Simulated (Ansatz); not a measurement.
`C[O][Al]([F])[SH]`, relaxed with RKS PBE0-D4/def2-TZVP in Ansatz from a PBE-D4/def2-SVP geometry. The force threshold is 0.005 eV/Å; the program also tests the step.

Charge 0, multiplicity 1.

Start:

```xyz
9

C     0.655    1.319   -0.008
O     0.777    0.011   -0.492
Al   -0.059   -1.465   -0.419
F     0.589   -2.765   -1.240
S    -1.924   -1.755    0.679
H    -0.279    1.489    0.580
H     0.655    2.048   -0.849
H     1.514    1.575    0.653
H    -1.928   -0.455    1.095
```

(1) By how much does the energy fall, and how many steps does the optimiser take? (Best estimate.)

(2) Which bonds change most? (An estimate is asked.)

(3) Give the relaxed structure. (An estimate is asked.)

## Answers

(1) Ansatz gave: 0.05 eV, in 7 steps.

(2) The calculation gave: O2–Al3 from 1.698 to 1.667 Å; Al3–F4 from 1.669 to 1.639 Å; S5–H9 from 1.365 to 1.345 Å; C1–H6 from 1.117 to 1.097 Å.

(3) Computed: 
```xyz
9

C     0.651    1.314   -0.004
O     0.773    0.010   -0.485
Al   -0.048   -1.440   -0.418
F     0.572   -2.732   -1.214
S    -1.902   -1.737    0.663
H    -0.264    1.465    0.581
H     0.637    2.020   -0.840
H     1.505    1.560    0.634
H    -1.925   -0.459    1.082
```
